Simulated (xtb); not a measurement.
F2Sr, charge -1, doublet, at a GFN2-xTB geometry (such geometries of metal compounds can be far from the true shape) (a state made from the parent by changing its charge; the spin is typed, not shown lowest); xtb 6.7.1 with GFN1-xTB.

The xtb input:
```
$ xtb mol.xyz --gfn 1 --chrg -1 --uhf 1 --grad --json

# file mol.xyz
3

Sr    -0.07458081    -0.01717285    -0.00668094
F     -0.06832655     1.51030383    -1.25445591
F      0.38322329    -1.43779623     1.28266431
```

Problem. Predict the main parts of the log of this xtb run.

Solution. 
```
   ID    Z sym.   atoms
    1   38 Sr     1
    2    9 F      2, 3

           -------------------------------------------------
          |                Calculation Setup                |
           -------------------------------------------------

           -------------------------------------------------
          |                 G F N 1 - x T B                 |
           -------------------------------------------------

          ...................................................
          :                      SETUP                      :
          :.................................................:
          :  # basis functions                  18          :
          :  # atomic orbitals                  17          :
          :  # shells                            7          :
          :  # electrons                        17          :
          :  # halogen bonds                     0          :
          :  max. iterations                   250          :
          :  Hamiltonian                  GFN1-xTB          :
          :  restarted?                      false          :
          :  GBSA solvation                  false          :
          :  PC potential                    false          :
          :  electronic temp.          300.0000000     K    :
          :  accuracy                    1.0000000          :
          :  -> integral cutoff          0.2500000E+02      :
          :  -> integral neglect         0.1000000E-07      :
          :  -> SCF convergence          0.1000000E-05 Eh   :
          :  -> wf. convergence          0.2000000E-04 e    :
          :  Broyden damping             0.4000000          :
          :  net charge                         -1          :
          :  unpaired electrons                  1          :
          ...................................................

 iter      E             dE          RMSdq      gap      omega  full diag
   1    -12.1215196 -0.121215E+02  0.406E+01    0.02       0.0  T
   2    -11.0976630  0.102386E+01  0.168E+01    4.25       1.0  T
   3    -11.0719593  0.257037E-01  0.123E+01    3.43       1.0  T
   4    -11.1087293 -0.367700E-01  0.495E+00    0.85       1.0  T
   5    -10.7650920  0.343637E+00  0.377E+01    0.02       1.0  T
   6    -10.5362288  0.228863E+00  0.166E+01    0.01       1.0  T
   7    -11.0857308 -0.549502E+00  0.682E+00    1.63       1.0  T
   8    -11.0942964 -0.856551E-02  0.587E+00    1.28       1.0  T
   9    -11.1304246 -0.361282E-01  0.193E+00    0.19       1.0  T
  10    -11.1351550 -0.473042E-02  0.205E+00    0.10       1.0  T
  11    -11.1353119 -0.156919E-03  0.219E+00    0.09       1.0  T
  12    -11.1347157  0.596196E-03  0.326E+00    0.07       1.0  T
  13    -11.1346842  0.315213E-04  0.328E+00    0.06       1.0  T
  14    -11.1348662 -0.182050E-03  0.317E+00    0.07       1.0  T
  15    -11.1347879  0.782982E-04  0.322E+00    0.07       1.0  T
  16    -11.1347308  0.571319E-04  0.326E+00    0.07       1.0  T
  17    -11.1358532 -0.112235E-02  0.198E+00    0.09       1.0  T
  18    -11.1362655 -0.412398E-03  0.848E-01    0.10       1.0  T
  19    -11.1364351 -0.169503E-03  0.271E-01    0.10       1.0  T
  20    -11.1364589 -0.237993E-04  0.455E-02    0.10       1.3  T
  21    -11.1364594 -0.586368E-06  0.141E-02    0.10       4.1  T
  22    -11.1364596 -0.167509E-06  0.318E-03    0.10      18.1  T
  23    -11.1364596 -0.676106E-08  0.124E-03    0.10      46.5  T
  24    -11.1364596 -0.925224E-09  0.166E-04    0.10     348.7  T
  25    -11.1364596  0.491696E-11  0.175E-04    0.10     330.5  T

   *** convergence criteria satisfied after 25 iterations ***

         :::::::::::::::::::::::::::::::::::::::::::::::::::::
         ::                     SUMMARY                     ::
         :::::::::::::::::::::::::::::::::::::::::::::::::::::
         :: total energy             -11.122706028173 Eh    ::
         :: gradient norm              0.026506953474 Eh/a0 ::
         :: HOMO-LUMO gap              0.103540245023 eV    ::
         ::.................................................::
         :: SCC energy               -11.136459613260 Eh    ::
         :: -> electrostatic           0.214100467524 Eh    ::
         :: repulsion energy           0.014034943462 Eh    ::
         :: dispersion energy         -0.000281358375 Eh    ::
         :: halogen bond corr.         0.000000000000 Eh    ::
         :: add. restraining           0.000000000000 Eh    ::
         :: total charge              -1.000000000457 e     ::
         :::::::::::::::::::::::::::::::::::::::::::::::::::::

           -------------------------------------------------
          |                Property Printout                |
           -------------------------------------------------

    * Orbital Energies and Occupations

         #    Occupation            Energy/Eh            Energy/eV
      -------------------------------------------------------------
         1        2.0000           -0.5354856             -14.5713
         2        2.0000           -0.5254729             -14.2988
         3        2.0000           -0.2669811              -7.2649
         4        2.0000           -0.2665319              -7.2527
         5        2.0000           -0.2605356              -7.0895
         6        2.0000           -0.2591797              -7.0526
         7        2.0000           -0.2588518              -7.0437
         8        2.0000           -0.2582472              -7.0273
         9        0.8713           -0.0928146              -2.5256 (HOMO)
        10        0.1098           -0.0890096              -2.4221 (LUMO)
        11        0.0189           -0.0872469              -2.3741
        12                         -0.0579457              -1.5768
        13                          0.0634784               1.7273
        14                          0.0635046               1.7280
        15                          0.1425113               3.8779
        16                          0.1519460               4.1347
        17                          0.4296456              11.6913
      -------------------------------------------------------------
                  HL-Gap            0.0038050 Eh            0.1035 eV
             Fermi-level           -0.1332644 Eh           -3.6263 eV

  Mulliken/CM5 charges         n(s)   n(p)   n(d)
     1Sr    0.30345  0.76755   0.686  0.496  0.514
     2F    -0.65172 -0.88377   1.877  5.775  0.000
     3F    -0.65172 -0.88377   1.877  5.775  0.000

Wiberg/Mayer (AO) data.
largest (>0.10) Wiberg bond orders for each atom

 ---------------------------------------------------------------------------
     #   Z sym  total        # sym  WBO       # sym  WBO       # sym  WBO
 ---------------------------------------------------------------------------
     1  38 Sr   1.283 --     2 F    0.642     3 F    0.642
     2   9 F    0.656 --     1 Sr   0.642
     3   9 F    0.656 --     1 Sr   0.642
 ---------------------------------------------------------------------------

Topologies differ in total number of bonds
Writing topology from bond orders to xtbtopo.mol

 dipole moment from electron density (au)
     X       Y       Z
   0.6095   0.1403   0.0546  total (Debye):    1.596

           -------------------------------------------------
          | TOTAL ENERGY              -11.122706028173 Eh   |
          | GRADIENT NORM               0.026506953474 Eh/α |
          | HOMO-LUMO GAP               0.103540245023 eV   |
           -------------------------------------------------

normal termination of xtb
```
